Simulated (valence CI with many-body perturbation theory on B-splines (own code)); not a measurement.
## E1 transitions of Ar¹³⁺

Calculated by relativistic CI+MBPT: three valence electrons over a frozen Dirac-Fock core [He], radial functions for each j: 11 s, 11 p, 10 d, 8 f, 5 g, 2 h, with the one-electron correlation potential Σ1, the two-electron term Σ2, the three-electron term Σ3, Breit, model QED; selected CI, second order for the rest, scaled by the run's own slope (own B-spline code, finite nucleus).

No measured levels were compared; by estimate levels of excited configurations hold to 0.05 to 0.15 % of their energy, terms of the ground configuration to about 0.5 %.

Lines 201 to 250 of 542 in falling wavelength, among levels below 5146.8 × 10³ cm⁻¹, chosen from the strongest by gf and those to the six lowest levels. Wavelengths and rates use the calculated energies, so an error of 400 cm⁻¹ moves a line at 9.208 nm by 0.037 % and its rate by three times that or more. Electric multipoles are in the length gauge, E1 and E2 with the static RPA response of the core. Weak lines are less certain than strong ones. Lines between different terms over intervals too small for the method are left out, as are lines whose strength nearly cancels. Where a level lies close to another of its J and parity, the split of strength between their lines is uncertain. The highest levels of a list are the least certain.

Names give the largest LS component (configuration and term), which can be under half, so a name can repeat, a term be missing and a line seem to break the LS rules; names also repeat where a configuration has a term twice. Letters in brackets count levels of one name in rising energy.

```
λ vac (nm)                 Upper                 Lower   A (s⁻¹)  S (a.u.) with core polarisation  S without
     9.208   2s.2p.4f 4G_5/2 [a]  2s.2p.3d 2D°_3/2 [a]  6.86e+10                         1.59e-01   1.59e-01
     9.184       2s.2p.4f 4F_9/2      2s.2p.3d 4D°_7/2  1.56e+11                         5.98e-01   5.99e-01
     9.172   2s.2p.4f 2F_7/2 [a]  2s.2p.3d 2D°_5/2 [a]  1.41e+11                         4.31e-01   4.31e-01
     9.153       2s.2p.4f 2F_5/2  2s.2p.3d 2D°_3/2 [a]  5.84e+10                         1.33e-01   1.33e-01
     9.145       2s.2p.4f 2G_7/2  2s.2p.3d 2D°_5/2 [a]  7.72e+10                         2.33e-01   2.33e-01
     9.145   2s.2p.4f 4G_5/2 [a]      2s.2p.3d 4D°_3/2  5.38e+10                         1.22e-01   1.22e-01
     9.139   2s.2p.4f 4G_5/2 [a]      2s.2p.3d 4D°_5/2  1.94e+10                         4.38e-02   4.38e-02
     9.135   2s.2p.4f 4F_7/2 [a]      2s.2p.3d 4D°_5/2  2.75e+11                         8.29e-01   8.29e-01
     9.129  2s.2p.4s 2P°_1/2 [b]   2s.2p.3p 2P_3/2 [b]  5.40e+10                         4.06e-02   4.05e-02
     9.123   2s.2p.4f 4G_5/2 [b]  2s.2p.3d 2D°_3/2 [a]  2.17e+11                         4.88e-01   4.88e-01
     9.123       2s.2p.4f 4D_5/2      2s.2p.3d 4P°_3/2  1.86e+11                         4.19e-01   4.19e-01
     9.121   2s.2p.4f 4F_7/2 [b]      2s.2p.3d 4P°_5/2  1.03e+11                         3.08e-01   3.08e-01
     9.118       2s.2p.4f 4D_3/2      2s.2p.3d 4P°_1/2  1.65e+11                         2.46e-01   2.47e-01
     9.109       2s.2p.4f 4F_3/2  2s.2p.3s 2P°_1/2 [b]  5.14e+10                         7.67e-02   7.67e-02
     9.108  2s.2p.4s 2P°_3/2 [b]   2s.2p.3p 2D_5/2 [b]  5.68e+10                         8.47e-02   8.46e-02
     9.107       2s.2p.4f 4D_1/2      2s.2p.3d 4P°_1/2  4.28e+11                         3.19e-01   3.19e-01
     9.107       2s.2p.4f 4D_5/2      2s.2p.3d 4P°_5/2  9.32e+10                         2.08e-01   2.08e-01
     9.106   2s.2p.4f 2F_7/2 [b]      2s.2p.3d 4P°_5/2  2.45e+11                         7.32e-01   7.32e-01
     9.104       2s.2p.4f 4D_3/2      2s.2p.3d 4P°_3/2  2.72e+11                         4.05e-01   4.05e-01
     9.098       2s.2p.4f 4F_3/2      2s.2p.3d 4D°_1/2  3.21e+11                         4.77e-01   4.78e-01
     9.098       2s.2p.4f 4F_3/2      2s.2p.3d 4D°_3/2  1.15e+11                         1.71e-01   1.71e-01
     9.096       2s.2p.4f 2D_5/2      2s.2p.3d 4P°_3/2  8.36e+10                         1.86e-01   1.86e-01
     9.093       2s.2p.4f 4D_1/2      2s.2p.3d 4P°_3/2  1.14e+11                         8.43e-02   8.43e-02
     9.092         2s2.4s 2S_1/2        2s2.3p 2P°_3/2  7.82e+10                         5.80e-02   5.79e-02
     9.090       2s.2p.4f 2F_5/2      2s.2p.3d 4D°_3/2  3.67e+11                         8.17e-01   8.17e-01
     9.088       2s.2p.4f 4D_3/2      2s.2p.3d 4P°_5/2  3.77e+10                         5.58e-02   5.59e-02
     9.085       2s.2p.4f 2F_5/2      2s.2p.3d 4D°_5/2  4.66e+10                         1.03e-01   1.03e-01
     9.083  2s.2p.4s 2P°_3/2 [b]   2s.2p.3p 2D_3/2 [b]  2.76e+10                         4.08e-02   4.08e-02
     9.081   2s.2p.4f 2F_7/2 [a]      2s.2p.3d 4D°_5/2  9.18e+10                         2.71e-01   2.72e-01
     9.080       2s.2p.4f 2D_5/2      2s.2p.3d 4P°_5/2  1.10e+11                         2.44e-01   2.44e-01
     9.077        2s2.4f 2F°_5/2         2s2.3d 2D_5/2  3.79e+10                         8.39e-02   8.39e-02
     9.075        2s2.4f 2F°_7/2         2s2.3d 2D_5/2  5.68e+11                         1.68e+00   1.68e+00
     9.074   2s.2p.4f 4G_5/2 [b]  2s.2p.3s 2P°_3/2 [b]  3.00e+10                         6.65e-02   6.65e-02
     9.072       2s.2p.4f 2D_3/2      2s.2p.3d 4P°_3/2  3.03e+10                         4.47e-02   4.47e-02
     9.063        2s2.4f 2F°_5/2         2s2.3d 2D_3/2  5.31e+11                         1.17e+00   1.17e+00
     9.055       2s.2p.4f 2G_7/2      2s.2p.3d 4D°_5/2  1.44e+11                         4.21e-01   4.21e-01
     9.051       2s.2p.4f 4G_9/2      2s.2p.3d 4D°_7/2  3.18e+11                         1.16e+00   1.16e+00
     9.047   2s.2p.4f 4F_7/2 [b]      2s.2p.3d 4D°_7/2  1.08e+11                         3.14e-01   3.14e-01
     9.044      2s.2p.4s 4P°_3/2       2s.2p.3p 4D_5/2  4.53e+10                         6.61e-02   6.61e-02
     9.041   2s.2p.4f 4F_7/2 [b]  2s.2p.3d 2D°_5/2 [a]  1.86e+11                         5.42e-01   5.42e-01
     9.032       2s.2p.4f 4D_5/2      2s.2p.3d 4D°_7/2  2.04e+10                         4.44e-02   4.45e-02
     9.032   2s.2p.4f 2F_7/2 [b]      2s.2p.3d 4D°_7/2  5.24e+10                         1.52e-01   1.52e-01
     9.026       2s.2p.4f 4D_5/2  2s.2p.3d 2D°_5/2 [a]  1.25e+11                         2.72e-01   2.72e-01
     9.026   2s.2p.4f 2F_7/2 [b]  2s.2p.3d 2D°_5/2 [a]  5.89e+10                         1.71e-01   1.71e-01
     9.024      2s.2p.4s 4P°_5/2       2s.2p.3p 4D_7/2  5.04e+10                         1.10e-01   1.10e-01
     9.004       2s.2p.4f 4D_5/2  2s.2p.3d 2D°_3/2 [a]  3.76e+10                         8.12e-02   8.12e-02
     8.978       2s.2p.4f 2D_5/2  2s.2p.3d 2D°_3/2 [a]  5.15e+10                         1.10e-01   1.10e-01
     8.954       2s.2p.4f 2D_3/2  2s.2p.3d 2D°_3/2 [a]  5.18e+10                         7.34e-02   7.34e-02
     8.919       2s.2p.4f 4F_9/2      2s.2p.3d 4F°_7/2  3.70e+11                         1.30e+00   1.30e+00
     8.914   2s.2p.4f 2F_7/2 [a]      2s.2p.3d 4F°_7/2  2.27e+10                         6.36e-02   6.36e-02
```
